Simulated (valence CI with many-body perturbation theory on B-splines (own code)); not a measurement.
## Level structure of Pb32+

Level of theory: configuration interaction combined with many-body perturbation theory (CI+MBPT): four valence electrons over a frozen Dirac-Fock core [Kr] 4d10, a basis of 7 s, 7 p, 7 d, 7 f, 4 g, 2 h functions for each j, with the one-electron correlation potential Σ1, the two-electron term Σ2, the three-electron term Σ3, Breit, model QED; selected CI, second order for the rest, scaled by the run's own slope (own B-spline code, finite nucleus).

The last digits are not significant, and no measured levels were compared; by estimate large intervals hold to a few tenths of a per cent, small ones and those within an open d or f shell to about a per cent. Excitations out of the core, of the other parity, are not computed and may begin above about 199 eV (a cautious bound); beyond it only levels of the ground parity were kept, without lifetimes.

Levels 1 to 45 of 123, with energies above the lowest level, (4f5/2^4) J=4. "Leading %" is the weight of the configuration and term that name the level; weights of strongly mixed levels are sums over their largest components and can fall short. In the jj column 3d3/2^4 stands for four electrons in 3d with j = 3/2. Lifetimes count E1, E2, E3, M1 and M2 decay at the calculated energies, and are blank where another channel may lead or the interval is too uncertain; long ones can be off by a factor of two.

```
No.  Configuration  Term   J  E (eV)  Leading %              Leading jj  Lifetime  Second component
  1            4f⁴    ⁵I   4   0.000         65          4f5/2^4 (76 %)                 27 % 4f⁴ ³H
  2            4f⁴    ⁵I   5   4.338         84    4f5/2^3 4f7/2 (87 %)    485 μs       14 % 4f⁴ ³H
  3            4f⁴    ³F   2   5.008         30          4f5/2^4 (92 %)    31.7 s       20 % 4f⁴ ⁵F
  4            4f⁴    ⁵I   6   7.144         69    4f5/2^3 4f7/2 (59 %)   1.69 ms       21 % 4f⁴ ³K
  5            4f⁴    ³G   4   7.970         26    4f5/2^3 4f7/2 (73 %)    357 μs       20 % 4f⁴ ⁵I
  6            4f⁴    ⁵F   1   8.225         71    4f5/2^3 4f7/2 (94 %)   1.85 ms       26 % 4f⁴ ³D
  7            4f⁴    ⁵I   7   8.674         38    4f5/2^3 4f7/2 (70 %)   15.6 ms       36 % 4f⁴ ³K
  8            4f⁴    ⁵F   3   9.446         46    4f5/2^3 4f7/2 (92 %)   1.07 ms       30 % 4f⁴ ³G
  9            4f⁴    ³K   8   9.700         32    4f5/2^3 4f7/2 (80 %)    103 ms       19 % 4f⁴ ⁵I
 10            4f⁴    ⁵G   2   9.798         48    4f5/2^3 4f7/2 (91 %)   1.24 ms       18 % 4f⁴ ⁵F
 11            4f⁴    ⁵G   3  10.268         50    4f5/2^3 4f7/2 (96 %)    447 μs       19 % 4f⁴ ³F
 12            4f⁴    ⁵S   2  10.560         40    4f5/2^3 4f7/2 (79 %)   2.07 ms       28 % 4f⁴ ³P
 13            4f⁴    ³G   5  12.100         31    4f5/2^3 4f7/2 (70 %)    755 μs       18 % 4f⁴ ⁵F
 14            4f⁴    ³K   6  12.235         64  4f5/2^2 4f7/2^2 (70 %)    196 μs       25 % 4f⁴ ⁵I
 15            4f⁴    ³L   7  13.250         47  4f5/2^2 4f7/2^2 (58 %)    320 μs       45 % 4f⁴ ⁵I
 16            4f⁴    ⁵D   0  13.307         49          4f5/2^4 (84 %)    287 ms       46 % 4f⁴ ³P
 17            4f⁴    ⁵F   4  13.399         57  4f5/2^2 4f7/2^2 (60 %)    503 μs       13 % 4f⁴ ⁵G
 18            4f⁴    ⁵I   8  14.245         42  4f5/2^2 4f7/2^2 (62 %)    474 μs       41 % 4f⁴ ³M
 19            4f⁴    ⁵G   4  15.335         54  4f5/2^2 4f7/2^2 (84 %)    160 μs       25 % 4f⁴ ³H
 20            4f⁴    ⁵F   2  15.713         38  4f5/2^2 4f7/2^2 (87 %)    208 μs       24 % 4f⁴ ¹D
 21            4f⁴    ³G   3  15.905         50  4f5/2^2 4f7/2^2 (93 %)    224 μs       24 % 4f⁴ ⁵G
 22            4f⁴    ⁵F   5  16.281         34  4f5/2^2 4f7/2^2 (57 %)    496 μs       28 % 4f⁴ ⁵G
 23            4f⁴    ³F   2  16.614         32  4f5/2^2 4f7/2^2 (78 %)    272 μs       28 % 4f⁴ ¹D
 24            4f⁴    ⁵D   1  16.619         48  4f5/2^2 4f7/2^2 (53 %)    358 μs       31 % 4f⁴ ³P
 25            4f⁴    ³I   5  16.656         43  4f5/2^2 4f7/2^2 (65 %)    280 μs       19 % 4f⁴ ¹H
 26            4f⁴    ³F   4  16.806         33    4f5/2^3 4f7/2 (60 %)    541 μs       19 % 4f⁴ ⁵D
 27            4f⁴    ³P   1  16.898         54    4f5/2^3 4f7/2 (50 %)    527 μs       29 % 4f⁴ ⁵D
 28            4f⁴    ³D   3  17.566         33  4f5/2^2 4f7/2^2 (75 %)    631 μs       26 % 4f⁴ ³F
 29            4f⁴    ³L   8  17.596         66  4f5/2^2 4f7/2^2 (94 %)    697 μs       30 % 4f⁴ ¹L
 30            4f⁴    ⁵G   6  17.610         46  4f5/2^2 4f7/2^2 (46 %)    891 μs       33 % 4f⁴ ³H
 31            4f⁴    ³M   9  17.618         66  4f5/2^2 4f7/2^2 (99 %)    453 μs       34 % 4f⁴ ³L
 32            4f⁴    ³H   5  18.041         47  4f5/2^2 4f7/2^2 (67 %)    372 μs       36 % 4f⁴ ⁵G
 33            4f⁴    ³P   0  18.125         92  4f5/2^2 4f7/2^2 (96 %)    937 μs        8 % 4f⁴ ⁵D
 34            4f⁴    ³F   4  18.407         48  4f5/2^2 4f7/2^2 (64 %)    370 μs       20 % 4f⁴ ¹G
 35            4f⁴    ³F   2  18.658         41  4f5/2^2 4f7/2^2 (92 %)    148 μs       24 % 4f⁴ ⁵G
 36            4f⁴    ³I   6  18.863         56  4f5/2^2 4f7/2^2 (84 %)    622 μs       33 % 4f⁴ ³H
 37            4f⁴    ⁵D   2  19.378         65  4f5/2^2 4f7/2^2 (56 %)    740 μs       10 % 4f⁴ ³P
 38            4f⁴    ³I   7  19.695         31    4f5/2 4f7/2^3 (50 %)    164 μs       28 % 4f⁴ ³L
 39            4f⁴    ³K   7  20.001         46  4f5/2^2 4f7/2^2 (58 %)    254 μs       26 % 4f⁴ ³I
 40            4f⁴    ³M   8  20.628         31    4f5/2 4f7/2^3 (61 %)    170 μs       30 % 4f⁴ ⁵I
 41            4f⁴    ³H   6  20.652         53  4f5/2^2 4f7/2^2 (58 %)    346 μs       26 % 4f⁴ ¹I
 42            4f⁴    ³M  10  20.899         72  4f5/2^2 4f7/2^2 (81 %)   4.62 ms       28 % 4f⁴ ¹N
 43            4f⁴    ⁵D   3  20.921         30  4f5/2^2 4f7/2^2 (60 %)    684 μs       28 % 4f⁴ ³F
 44            4f⁴    ³G   4  21.270         41  4f5/2^2 4f7/2^2 (56 %)    212 μs       20 % 4f⁴ ³H
 45            4f⁴    ³K   6  22.059         44  4f5/2^2 4f7/2^2 (42 %)    430 μs       26 % 4f⁴ ⁵G
```

Where two levels of one J and parity lie close, their mixing, g and order are uncertain.

The ionisation energy to 4f³ ⁴I°9/2 of the next ion comes out as 1221.4 eV (NIST: 1240 ± 60 eV (theoretical)). All 123 levels together are meant to be complete up to 199.142 eV.
